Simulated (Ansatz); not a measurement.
Consider the homolysis of the C–Si bond: `CC(=O)[SiH3]` → `C[C]=O`• + `[SiH3]`•.

Program: Ansatz. Geometries: PBE0-D4/def2-TZVP. ΔE: electronic, gas phase. CCSD(T)/CBS adds triple-zeta CCSD(T) − MP2 to the extrapolated MP2 energy (def2 sets, frozen cores). This one scheme is used for every species. Functionals use def2-TZVPP. B3LYP here is the variant with VWN-RPA as its local correlation; programs differ in this. HSE06 is defined as in plane-wave codes. No spin–orbit coupling; open shells (•) take unrestricted orbitals.

`CC(=O)[SiH3]`:

Cartesian coordinates in Å:
```
C 0.401 0.606 -1.312
C -0.073 -0.537 -0.463
O -0.307 -1.630 -0.923
Si -0.339 -0.314 1.444
H 1.364 0.967 -0.938
H 0.492 0.300 -2.355
H -0.298 1.445 -1.223
H -1.764 -0.611 1.734
H -0.012 1.064 1.901
H 0.537 -1.292 2.135
```

`C[C]=O`•:

```xyz
6

C    -0.031   -0.402   -0.226
C    -0.255    0.703    0.759
O     0.263    1.756    0.827
H    -0.981   -0.638   -0.708
H     0.721   -0.125   -0.972
H     0.283   -1.294    0.319
```

`[SiH3]`•:

Cartesian coordinates in Å:
```
Si -0.309 0.049 -0.126
H -0.364 0.339 1.331
H 0.613 0.980 -0.826
H 0.060 -1.368 -0.379
```

| level | ΔE (kJ/mol) | difference from CCSD(T)/CBS |
| --- | --- | --- |
| LDA (SPW92) | 336.1 | 30.6 |
| PBE-D4 | 290.0 | -15.5 |
| revPBE-D4 | 282.2 | -23.3 |
| BLYP-D4 | 281.1 | -24.4 |
| r2SCAN-D4 | 278.6 | -26.9 |
| B97M-V | 294.5 | -11.0 |
| PBE0-D4 | 290.0 | -15.5 |
| B3LYP-D4 | 286.7 | -18.8 |
| r2SCANh-D4 | 278.1 | -27.4 |
| r2SCAN0-D4 | 277.7 | -27.8 |
| HSE06-D4 | 290.1 | -15.4 |
| CAM-B3LYP-D4 | 289.7 | -15.8 |
| ωB97X-V | 302.4 | -3.1 |
| ωB97M-V | 305.5 | 0.0 |
| B2PLYP | 284.0 | -21.5 |
| PBE-QIDH | 294.1 | -11.4 |
| PBE | 282.2 | -23.3 |
| BLYP | 264.8 | -40.7 |
| r2SCAN | 276.5 | -29.0 |
| PBE0 | 283.3 | -22.2 |
| r2SCAN0 | 275.2 | -30.3 |
| HSE06 | 283.8 | -21.7 |
| BHLYP | 276.5 | -29.0 |
| CAM-B3LYP | 282.7 | -22.8 |
| RPA@PBE/def2-TZVPP | 277.0 | -28.5 |
| HF/def2-SVP | 209.9 | -95.6 |
| MP2/def2-SVP | 285.8 | -19.7 |
| CCSD/def2-SVP | 276.0 | -29.5 |
| CCSD(T)/def2-SVP | 280.4 | -25.1 |
| HF/def2-TZVPP | 206.4 | -99.1 |
| MP2/def2-TZVPP | 301.6 | -3.9 |
| SCS-MP2/def2-TZVPP | 303.1 | -2.4 |
| CCSD/def2-TZVPP | 287.0 | -18.5 |
| CCSD(T)/def2-TZVPP | 293.2 | -12.3 |
| HF/def2-QZVPP | 206.4 | -99.1 |
| MP2/def2-QZVPP | 308.7 | 3.2 |
| SCS-MP2/def2-QZVPP | 310.9 | 5.4 |
| HF/CBS(def2) | 206.4 | -99.1 |
| MP2/CBS(def2) | 313.9 | 8.4 |
| CCSD/CBS(def2) | 299.3 | -6.2 |
| CCSD(T)/CBS | 305.5 | 0 |

Largest T1 diagnostic among the species: 0.019.

The D4 term adds +12.4 kJ/mol with B3LYP and +6.7 kJ/mol with PBE0; it sums over pairs of atoms, weighted by their polarisabilities, and B3LYP, whose exchange is more repulsive, gets the larger term. At CCSD(T), def2-SVP lies −25.1 kJ/mol from the extrapolated value and def2-TZVPP −12.3 kJ/mol: correlation converges slowly with the basis, and small sets miss more of it in the bonded molecule than in its fragments.
